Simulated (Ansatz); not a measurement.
Species: chloro(trimethyl)germane, C3H9ClGe (charge 0, singlet). 
Structure (B3LYP-D3(BJ)/def2-TZVP (Ansatz, a program for electronic structure) minimum search):
```xyz
14

C     -0.7630     1.5443    -1.1209
Ge    -0.0561    -0.0714    -0.2732
C      1.6490    -0.6428    -1.0446
C     -1.3708    -1.5186    -0.1955
Cl     0.3730     0.4748     1.8163
H     -0.9988     1.3429    -2.1672
H     -1.6689     1.8681    -0.6102
H     -0.0258     2.3446    -1.0722
H      2.0411    -1.4961    -0.4927
H      1.5078    -0.9300    -2.0878
H      2.3718     0.1704    -0.9963
H     -1.6304    -1.8401    -1.2054
H     -2.2731    -1.1766     0.3097
H     -0.9607    -2.3666     0.3513
```
Charge 0, spin multiplicity 1.

Dipole moments at this geometry, in debye (magnitudes).

| level | program | dipole (D) |
|---|---|---|
| PBE/def2-TZVPD | Ansatz | 2.88 |
| r2SCAN/def2-TZVPD | Ansatz | [?] |
| B97M-V/def2-TZVPD | Ansatz | 2.92 |
| BHLYP/def2-TZVPD | Ansatz | 3.00 |
| r2SCANh/def2-TZVPD | Ansatz | 2.95 |
| r2SCAN0/def2-TZVPD | Ansatz | 2.98 |
| HSE06/def2-TZVPD | Ansatz | 2.95 |
| LC-wPBE/def2-TZVPD | Ansatz | 3.01 |
| CCSD(T)/def2-SVPD | Ansatz | [?] |

Q: What belongs in the gaps?

A: 
- r2SCAN/def2-TZVPD, dipole (D): 2.94
- CCSD(T)/def2-SVPD, dipole (D): 2.92
